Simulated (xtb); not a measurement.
C₇H₁₅N₂, doublet, at a GFN2-xTB geometry; xtb 6.7.1 with GFN2-xTB.

xtb was given this input:
```
$ xtb mol.xyz --gfn 2 --uhf 1 --acc 1000 --json

# file mol.xyz
24

C     -3.42005593    -1.59776288     0.17650524
C     -2.00634910    -1.16044827     0.15490569
N     -1.68945754     0.15737295     0.05938301
C     -0.42684669     0.66714745    -0.05503179
C     -0.35771628     2.17869080    -0.11380270
N      0.54968540    -0.16121517    -0.11342333
C      1.91686145     0.26343604    -0.21423436
C      2.54775746     0.27864727     1.18368317
C      2.65036474    -0.73425151    -1.11230001
H     -4.07846862    -0.77732044     0.46145898
H     -3.74902579    -1.96570758    -0.80299394
H     -3.55844674    -2.41535148     0.88450225
H     -1.18782910    -1.84865105     0.08833311
H     -2.45764824     0.81457998     0.09124210
H      0.30478606     2.55832315     0.66234375
H     -1.34113487     2.62317347     0.02131315
H      0.03719562     2.49812053    -1.07825086
H      2.01764096     1.27174004    -0.65303333
H      2.46033121    -0.70777074     1.63151180
H      3.59875837     0.55088648     1.12128289
H      2.03649917     0.99335249     1.82534593
H      3.70365877    -0.47485828    -1.18881258
H      2.55580081    -1.73353202    -0.69700622
H      2.21219313    -0.73284238    -2.10730593
```

### Question
Predict the main parts of the log of this xtb run.

### Answer

```
   ID    Z sym.   atoms
    1    6 C      1, 2, 4, 5, 7-9
    2    7 N      3, 6
    3    1 H      10-24

           -------------------------------------------------
          |                Calculation Setup                |
           -------------------------------------------------

           -------------------------------------------------
          |                 G F N 2 - x T B                 |
           -------------------------------------------------

          ...................................................
          :                      SETUP                      :
          :.................................................:
          :  # basis functions                  51          :
          :  # atomic orbitals                  51          :
          :  # shells                           33          :
          :  # electrons                        53          :
          :  max. iterations                   250          :
          :  Hamiltonian                  GFN2-xTB          :
          :  restarted?                      false          :
          :  GBSA solvation                  false          :
          :  PC potential                    false          :
          :  electronic temp.          300.0000000     K    :
          :  accuracy                 1000.0000000          :
          :  -> integral cutoff          0.2000000E+02      :
          :  -> integral neglect         0.1000000E-04      :
          :  -> SCF convergence          0.1000000E-02 Eh   :
          :  -> wf. convergence          0.1000000E+00 e    :
          :  Broyden damping             0.4000000          :
          :  net charge                          0          :
          :  unpaired electrons                  1          :
          ...................................................

 iter      E             dE          RMSdq      gap      omega  full diag
   1    -28.7723883 -0.287724E+02  0.286E+00    2.85       0.0  T
   2    -28.8315177 -0.591294E-01  0.168E+00    2.66       1.0  T
   3    -28.8354502 -0.393247E-02  0.943E-01    2.65       1.0  T
   4    -28.8355628 -0.112606E-03  0.220E-01    2.63       1.0  T
   5    -28.8359777 -0.414907E-03  0.109E-01    2.63       1.0  T

   *** convergence criteria satisfied after 5 iterations ***

         :::::::::::::::::::::::::::::::::::::::::::::::::::::
         ::                     SUMMARY                     ::
         :::::::::::::::::::::::::::::::::::::::::::::::::::::
[...]
         :: total energy             -28.423313075349 Eh    ::
[...]
                            11 H    0.955
     2   6 C    3.566 --     3 N    1.285     1 C    1.062    13 H    0.964
     3   7 N    3.565 --     2 C    1.285     4 C    1.168    14 H    0.934
     4   6 C    3.955 --     6 N    1.639     3 N    1.168     5 C    0.987
     5   6 C    3.996 --     4 C    0.987    16 H    0.983    15 H    0.974
                            17 H    0.971
     6   7 N    3.001 --     4 C    1.639     7 C    1.020
     7   6 C    3.989 --     6 N    1.020     9 C    0.998     8 C    0.986
                            18 H    0.956
     8   6 C    3.996 --    21 H    0.987    19 H    0.987     7 C    0.986
                            20 H    0.986
     9   6 C    3.996 --     7 C    0.998    24 H    0.988    22 H    0.987
                            23 H    0.986
    10   1 H    0.999 --     1 C    0.980
    11   1 H    0.996 --     1 C    0.955
    12   1 H    0.997 --     1 C    0.972
    13   1 H    0.996 --     2 C    0.964
    14   1 H    0.972 --     3 N    0.934
    15   1 H    0.998 --     5 C    0.974
    16   1 H    0.999 --     5 C    0.983
    17   1 H    0.998 --     5 C    0.971
    18   1 H    1.000 --     7 C    0.956
    19   1 H    0.998 --     8 C    0.987
    20   1 H    0.998 --     8 C    0.986
    21   1 H    0.999 --     8 C    0.987
    22   1 H    0.998 --     9 C    0.987
    23   1 H    0.998 --     9 C    0.986
    24   1 H    0.999 --     9 C    0.988
 ---------------------------------------------------------------------------

Topologies differ in total number of bonds
Writing topology from bond orders to xtbtopo.mol

molecular dipole:
                 x           y           z       tot (Debye)
 q only:       -0.817       0.254       0.068
   full:       -0.892       0.777       0.034       3.007
molecular quadrupole (traceless):
                xx          xy          yy          xz          yz          zz
 q only:        3.955      -0.421      -0.458      -0.056      -0.044      -3.497
  q+dip:        5.198      -1.112      -0.118      -0.024      -0.432      -5.081
   full:        5.035      -0.823      -0.738       0.045      -0.214      -4.297

           -------------------------------------------------
          | TOTAL ENERGY              -28.423313075349 Eh   |
          | GRADIENT NORM               0.002165619674 Eh/α |
          | HOMO-LUMO GAP               2.629178514423 eV   |
           -------------------------------------------------

normal termination of xtb
```
